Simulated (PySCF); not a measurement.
One of the candidates below gave these computed data.

All candidates are C6H10OSSi.

* Rotational structure: rotational constants A, B, C: 1.447, 0.861, 0.723 GHz [GFN2-xTB]
* NMR, other nuclei: isotropic shieldings of nuclei other than C and H, by class: 289 (1 O), 439 (1 Si), 197 (1 S) ppm [GIAO PBE0/pcSseg-1]
* 13C NMR: chemical shifts (computed TMS as zero) by class: 165.9 (1 C), 149.8 (1 C), 103.9 (1 C), 90.1 (1 C), 47.1 (1 C), 18.0 (1 C) ppm [GIAO PBE0/pcSseg-1]
* 1H NMR: chemical shifts (computed TMS as zero) by class: 6.82 (1 H), 5.41 (1 H), 4.45 (1 H), 2.38 (3 H), 1.99 (1 H), 1.98 (3 H) ppm [GIAO PBE0/pcSseg-1]
* Dipole: 4.21 D [PBE0/pcSseg-1]

Electronic properties: PySCF, gas phase, density fitting. Levels stand in brackets. The structure is a single GFN2-xTB conformer in the gas phase; no vibrational or solvent corrections. GFN2-xTB frequencies show an imaginary mode (120i cm⁻¹), so this geometry is no minimum at that level. NMR classes are plain means over equivalent atoms (diastereotopic ones count apart unless rotation or inversion swaps them), as if these changed places fast.

Problem. Which candidate is it?
A. `C#C[C@@H]1C[S@@](=O)[C@H]1[SiH2]C`
B. `C#C[SiH2]/C(=C/C)[S@@](C)=O`
C. `C=C1[SiH2]SC(C)(C)C1=O`
D. `CC[Si@@H](S)c1ccoc1`

Solution. B. It is `C#C[SiH2]/C(=C/C)[S@@](C)=O`. Numbering: `[CH:1]#[C:2][SiH2:3]/[C:4](=[CH:5]/[CH3:6])[S@@:7]([CH3:8])=[O:9]`. 6 carbons fall into 6 classes; from least to most shielded: fully substituted alkene carbon [C4] (165.9 ppm), alkene CH carbon [C5] (149.8 ppm), terminal alkyne carbon [C1] (103.9 ppm), alkyne carbon [C2] (90.1 ppm), S-methyl carbon [C8] (47.1 ppm), allylic carbon [C6] (18.0 ppm). Hydrogen classes from least to most shielded: 1 H on an alkene CH carbon, C5 (6.82 ppm), 1 H on an SiH2 silicon, Si3 (5.41 ppm), 1 H on an SiH2 silicon, Si3 (4.45 ppm), 3 H on an S-methyl carbon, C8 (2.38 ppm, a mean of values up to 1.1 ppm apart in this geometry), 1 H on a terminal alkyne carbon, C1 (1.99 ppm), 3 H on an allylic carbon, C6 (1.98 ppm, a mean of values up to 0.6 ppm apart in this geometry). The other shieldings belong to: 289 ppm, sulfinyl oxygen [O9]; 439 ppm, SiH2 silicon [Si3]; 197 ppm, sulfinyl sulfur [S7]. The optimised geometry has point group C1 and is an asymmetric top.

The others, at the same levels:
- `C=C1[SiH2]SC(C)(C)C1=O` fails: it has 5 carbon classes against 6; its computed 13C shifts are 207.8 (1 C), 153.5 (1 C), 145.2 (1 C), 61.7 (1 C), 32.1 (2 C) ppm, 1H shifts are 7.53 (1 H), 6.58 (1 H), 5.18 (2 H), 1.57 (6 H) ppm and smallest rotational constant is 0.846 GHz (against 0.723 GHz).
- `CC[Si@@H](S)c1ccoc1` fails: its computed 13C shifts are 156.6 (1 C), 148.5 (1 C), 121.4 (1 C), 119.9 (1 C), 9.9 (1 C), 8.3 (1 C) ppm, 1H shifts are 7.71 (1 H), 7.65 (1 H), 6.63 (1 H), 5.71 (1 H), 1.07 (3 H), 1.03 (1 H), 0.93 (1 H), -0.01 (1 H) ppm and rotational constant A is 1.741 GHz (against 1.447 GHz).
- `C#C[C@@H]1C[S@@](=O)[C@H]1[SiH2]C` fails: its computed 13C shifts are 93.5 (1 C), 79.0 (1 C), 61.9 (1 C), 61.8 (1 C), 20.7 (1 C), -6.2 (1 C) ppm, 1H shifts are 4.77 (1 H), 4.14 (1 H), 3.37 (1 H), 3.30 (1 H), 3.20 (1 H), 3.13 (1 H), 1.88 (1 H), 0.37 (3 H) ppm and rotational constant A is 1.909 GHz (against 1.447 GHz).

Each candidate is one conformer, not necessarily the lowest. The conformers computed, where there is a choice (atom-mapped SMILES and torsion angles):
- `[CH:1]#[C:2][SiH2:3]/[C:4](=[CH:5]/[CH3:6])[S@@:7]([CH3:8])=[O:9]`: C2–Si3–C4–C5 -68°, Si3–C4–S7–C8 -81°
- `[CH3:1][CH2:2][Si@@H:3]([SH:4])[c:5]1[cH:6][cH:7][o:8][cH:9]1`: C1–C2–Si3–S4 -62°, C2–Si3–C5–C6 84°, H–S4–Si3–C2 172°
- `[CH:1]#[C:2][C@@H:3]1[CH2:4][S@@:5](=[O:6])[C@H:7]1[SiH2:8][CH3:9]`: S5–C7–Si8–C9 -72°
